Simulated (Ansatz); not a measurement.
Ta3Se12⁻. Charge -1, multiplicity 3. Geometry PBE-D4/def2-SVP, that of the neutral doublet; atoms count from 1.

Cartesian coordinates in Å:
```
Ta -0.7904 1.6658 -0.8341
Ta 2.0542 0.6859 0.8442
Ta -0.7852 -1.7625 0.4546
Se -2.1328 2.4395 1.0582
Se -1.5762 2.6965 -2.7621
Se -0.5453 0.6171 1.8539
Se -2.4810 -0.4273 -1.3729
Se 1.3877 2.8246 -0.3645
Se 1.0359 -0.3758 -2.0125
Se 1.2992 -1.5635 1.8998
Se 0.2565 -2.6346 -1.6789
Se 3.8142 1.3114 2.1916
Se 3.2558 -0.3637 -1.0891
Se -1.4430 -3.9018 1.1632
Se -3.3496 -1.2115 0.6483
```

In the def2 sets Ta takes a core potential; there is no spin–orbit coupling. Single mean-field runs in def2-SVP are fitted with def2-universal-jkfit. At PBE0-D4/def2-SVP a singlet of charge -1 lies 1.04 eV below the triplet at the same geometry.

Estimate the Mulliken populations from the PBE0/def2-SVP orbitals of Ansatz.


```
atom  charge (e)  spin (α − β)  d electrons
 Ta1        0.45          0.39         3.59
 Ta2        0.55          0.03         3.48
 Ta3        0.45         -0.05         3.62
 Se4       -0.26          0.04            –
 Se5       -0.28          0.01            –
 Se6       -0.12          0.00            –
 Se7       -0.12          0.18            –
 Se8       -0.39         -0.01            –
 Se9        0.05          0.09            –
Se10       -0.37          0.00            –
Se11       -0.17          0.07            –
Se12       -0.25          0.02            –
Se13       -0.24          0.25            –
Se14       -0.22          0.32            –
Se15       -0.08          0.66            –
```
Mulliken values and Mayer orders depend strongly on the basis.

Where does the spin sit?

Summed by element: Ta 0.37, Se 1.63, of 2 unpaired in all. Largest on single atoms: Se15 0.66, Ta1 0.39, Se14 0.32.

And the Mayer bond orders between bonded heavy atoms (over 0.3)?

Ta1–Se4 1.17 (2.45 Å); Ta1–Se5 2.10 (2.32 Å); Ta1–Se6 0.34 (2.90 Å); Ta1–Se7 0.55 (2.74 Å); Ta1–Se8 1.04 (2.51 Å); Ta1–Se9 0.39 (2.98 Å); Ta2–Se6 0.47 (2.79 Å); Ta2–Se8 1.02 (2.55 Å); Ta2–Se10 0.83 (2.60 Å); Ta2–Se12 2.19 (2.30 Å); Ta2–Se13 1.05 (2.51 Å); Ta3–Se6 0.53 (2.77 Å); Ta3–Se7 0.63 (2.83 Å); Ta3–Se10 0.93 (2.54 Å); Ta3–Se11 0.96 (2.53 Å); Ta3–Se14 1.92 (2.35 Å); Ta3–Se15 0.75 (2.63 Å); Se4–Se6 0.73 (2.54 Å); Se7–Se15 1.00 (2.34 Å); Se9–Se11 0.93 (2.41 Å); Se9–Se13 0.75 (2.40 Å).
